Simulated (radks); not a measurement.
Q: Sr XXXI, 8 electrons, occupied as [He] 2s2 2p4. Calculated with a radial shooting solver on a logarithmic mesh with Libxc functionals: scalar-relativistic Kohn-Sham, PBE, spin-polarised, spherical densities, finite nucleus; open shells are filled with parallel spins first (spin-orbit coupling, left out, can overturn this in heavy ions); Fermi nuclear charge, rms radius 4.224 fm. Some entries of the table are withheld. Estimate them.

orbital  occ.  eigenvalue (Ry)  r(max) (bohr)  <r^2> (bohr^2)
1s up       1              (1)        0.02552        0.002058
1s down     1              (2)        0.02551        0.002055
2s up       1        -280.6533         0.1419         0.03222
2s down     1        -278.8652         0.1421         0.03240
2p up       3        -266.1414         0.1125         0.02481
2p down     1        -263.9830         0.1128         0.02500

A: 
(1) 1s up eigenvalue (Ry): -1309.513
(2) 1s down eigenvalue (Ry): -1308.438
